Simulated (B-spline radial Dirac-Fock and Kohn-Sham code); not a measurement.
# Elastic and transport cross sections of dysprosium for electrons

These are calculated numbers from a radial finite-basis atomic code; the model is relativistic (Dirac) partial waves in the static field of the Dirac-Fock atom with Furness-McCarthy exchange, without polarisation or absorption potentials. Below a few hundred eV the neglected polarisation potential matters, most of all at small angles. σ_tr1 and σ_tr2 weight the cross section with 1 − P₁ and 1 − P₂ of cos θ; "backward" is the share scattered beyond 90°.

| energy (eV) | σ (a₀²) | σ_tr1 (a₀²) | σ_tr2 (a₀²) | σ/σ_tr1 | backward (%) |
| --- | --- | --- | --- | --- | --- |
| 50 | 55.0 | 10.8 | 17.8 | 5.09 | 7.7 |
| 54.2 | 53.2 | 9.57 | 15.9 | 5.56 | 7.0 |
| 72.7 | 45.8 | 6.14 | 9.86 | 7.46 | 4.8 |
| 74.5 | 45.2 | 5.93 | 9.47 | 7.62 | 4.6 |
| 90.3 | 40.4 | 4.68 | 7.02 | 8.65 | 3.8 |
| 96.1 | 39.0 | 4.41 | 6.48 | 8.84 | 3.7 |
| 100 | 38.0 | 4.26 | 6.19 | 8.92 | 3.6 |
| 107 | 36.5 | 4.08 | 5.80 | 8.96 | 3.6 |
| 126 | 33.1 | 3.86 | 5.33 | 8.57 | 3.7 |
| 135 | 31.7 | 3.84 | 5.30 | 8.25 | 3.9 |
| 142 | 30.8 | 3.86 | 5.32 | 7.97 | 4.0 |
| 166 | ? | ? | ? | ? | ? |
| 170 | 27.6 | 4.03 | 5.61 | 6.86 | 4.9 |
| 200 | 25.2 | 4.25 | 5.93 | 5.92 | 5.9 |
| 237 | 22.9 | 4.45 | 6.12 | 5.14 | 7.1 |
| 259 | 21.8 | 4.53 | 6.11 | 4.82 | 7.7 |
| 283 | 20.8 | 4.57 | 6.02 | 4.55 | 8.4 |
| 287 | 20.6 | 4.57 | 6.00 | 4.51 | 8.5 |
| 295 | 20.3 | 4.58 | 5.95 | 4.45 | 8.6 |

**Question.** Fill in the row for 166 eV.

**Answer.** σ = 28.0 a₀², σ_tr1 = 4.00 a₀², σ_tr2 = 5.56 a₀², σ/σ_tr1 = 7.01, backward 4.8 %. The ratio σ/σ_tr1 is roughly the number of elastic collisions that randomise the direction.
